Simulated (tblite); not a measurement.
1-methyl-1-phenylhydrazine, C₇H₁₀N₂.
SMILES with atom numbers: `[CH3:1][N:2]([NH2:3])[c:4]1[cH:5][cH:6][cH:7][cH:8][cH:9]1` (hydrogens: H10, H11, H12 on C1; H13, H14 on N3; H15 on C5; H16 on C6; H17 on C7; H18 on C8; H19 on C9)

Geometry (GFN2-xTB, Å), atoms numbered from 1 in this order:
```xyz
19
C7H10N2 angstrom
C     -2.1047   -1.3473   -0.1247
N     -1.4572   -0.0568   -0.1605
N     -2.1652    0.8941   -0.9158
C     -0.0999    0.0703    0.0475
C      0.6555   -0.9866    0.5694
C      2.0061   -0.8344    0.8093
C      2.6465    0.3645    0.5433
C      1.9089    1.4182    0.0335
C      0.5576    1.2789   -0.2132
H     -3.1356   -1.1955   -0.4342
H     -1.6331   -2.0706   -0.7993
H     -2.0973   -1.7453    0.8911
H     -2.2521    1.7615   -0.3913
H     -1.6985    1.0955   -1.8012
H      0.1869   -1.9315    0.7902
H      2.5671   -1.6680    1.2071
H      3.7039    0.4749    0.7289
H      2.3882    2.3637   -0.1767
H      0.0131    2.1236   -0.6110
```

All values are computed: GFN2-xTB (tblite) harmonic vibrations without scaling, gas phase. This tight-binding method is rough: wavenumbers can miss measured ones by several per cent, in bad cases by 10 to 20. One conformer, not necessarily the lowest.

Harmonic wavenumbers (cm⁻¹): 71.5, 105.7, 171.9, 228.5, 245.5, 299.4, 371.2, 381.8, 458.5, 476.9, 522.6, 587.7, 652.5, 741.8, 752.3, 846.4, 858.8, 917.5, 921.5, 933.4, 965.4, 1014.4, 1091.0, 1094.4, 1125.7, 1133.9, 1184.0, 1197.1, 1216.4, 1257.5, 1298.4, 1336.2, 1340.0, 1402.3, 1442.0, 1472.2, 1488.9, 1493.7, 1560.9, 1576.8, 1610.1, 2917.1, 2981.2, 3051.0, 3064.2, 3071.5, 3076.9, 3093.5, 3112.5, 3280.0, 3341.2.

A = 3590, B = 1233, C = 929.8 MHz; mass 122.084 u (most abundant isotopes); point group C1, symmetry number 1.

Q: Zero-point energy?

A: Half the sum of the wavenumbers: 34418 cm⁻¹ = 98.41 kcal/mol.

Q: Give the ideal-gas entropy at 500 K and 1 bar in the rigid-rotor, harmonic-oscillator model (classical rotation).

A: Translation 42.91, rotation 30.29, vibration 41.07: S = 114.3 cal/(mol K).

Q: And Cp and H(500 K) − H(0)?

A: Cp = 55.03 cal/(mol K), of which vibrations give 47.08 (their classical limit is 51 R = 101.3); H(500 K) − H(0) = 15.36 kcal/mol without the zero-point energy, 11.39 from vibrations.

Q: How do the functions run with temperature in this model?

A: 
| T (K) | S (cal/(mol K)) | Cp (cal/(mol K)) | H − H(0) (kcal/mol) | G − H(0) (kcal/mol) | ln q(vib) |
| --- | --- | --- | --- | --- | --- |
| 150 | 72.5 | 20.4 | 2.01 | -8.87 | 1.73 |
| 250 | 85.3 | 30.4 | 4.55 | -16.77 | 3.70 |
| 298.15 | 91.1 | 35.5 | 6.13 | -21.02 | 4.71 |
| 400 | 103.0 | 46.1 | 10.30 | -30.90 | 6.93 |
| 600 | 125.0 | 62.4 | 21.25 | -53.74 | 11.51 |
| 900 | 153.5 | 77.8 | 42.49 | -95.64 | 18.29 |

q(vib) and H(0) count from the zero-point level.

Q: Blend soft modes into free rotors: weight 1/[1 + (100 cm⁻¹/ν̃)⁴] for the oscillator and the rest for a rotor with moment μB/(μ + B), μ = h/(8π²ν), B = 10⁻⁴⁴ kg m². What vibrational entropy results?

A: 39.40 cal/(mol K) in place of 41.07, which changes −T·S at 500 K by +0.84 kcal/mol.

Q: What must be added to the electronic energy to get the Gibbs energy at 500 K and 1 bar?

A: ZPE + [H(500 K) − H(0)] − T·S = 98.41 + 15.36 − 57.13 = 56.64 kcal/mol.

Hindered rotation and anharmonicity are outside this model. Other conformers, if any are populated, would add a mixing term that is left out. The structure is chiral; the term R ln 2 for an equal mix with its mirror image is left out.
